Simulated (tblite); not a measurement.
**Question.** Give a GFN2-xTB geometry of `N#C[Si@H]1C[Si@H](C(=O)C[SiH3])C1`.

**Answer.** 
```xyz
21
C5H11NOSi3 angstrom
N     -5.3296    0.4252   -0.2700
C     -4.2554    0.0342   -0.3465
Si    -2.4939   -0.5812   -0.4598
C     -1.2514    0.8694   -0.6652
Si    -0.2865    0.2846    0.8890
C      1.1664   -0.7842    0.2442
O      0.8972   -1.6551   -0.5627
C      2.5561   -0.4876    0.6652
Si     3.2528    0.8741   -0.4872
C     -1.7411   -0.9056    1.2765
H     -2.4733   -1.6593   -1.4420
H     -1.7027    1.8524   -0.5588
H     -0.6895    0.8736   -1.5946
H      0.1391    1.2651    1.8930
H      3.1849   -1.3732    0.5674
H      2.5765   -0.1339    1.6942
H      4.6233    1.1481   -0.0526
H      3.2327    0.4049   -1.8699
H      2.4248    2.0738   -0.3431
H     -1.4674   -1.9364    1.4804
H     -2.3718   -0.5722    2.0968
```

Orientation and origin are arbitrary. Atoms count from 1 in this order. Si9 (SiH3 silicon) is tetrahedral (angles from 107.2° to 110.7°). Of the pairs four or more bonds apart, Si3···O7 is among the closest relative to their van der Waals radii: 3.56 Å, 98 % of the sum of Bondi's values. Si5 (SiH silicon) has angles from 88.4° to 119.8°. The 4-membered ring Si3–C4–Si5–C10 has internal angles of 88.3° to 90.6°; it is puckered, 0.10 Å rms from its mean plane, widest ring torsion 11°.

Bonds between heavy atoms (Å): N1≡C2 1.146, C2–Si3 1.869, Si3–C4 1.921, C4–Si5 1.921, Si5–C6 1.915, C6=O7 1.217, C6–C8 1.482, C8–Si9 1.915, Si5–C10 1.919, Si3–C10 1.920.

The geometry is computed with GFN2-xTB (gas phase).

Point group: C1 (no symmetry element, even within 0.4 Å). Its GFN2-xTB frequencies are all real (lowest 15 cm⁻¹). One conformer, not necessarily the lowest (C4–Si5–C6–O7 -49°, Si5–C6–C8–Si9 -85°, C2–Si3–C4–Si5 124°, Si3–C4–Si5–C6 96°, C4–Si5–C10–Si3 11°, C2–Si3–C10–Si5 -124°).
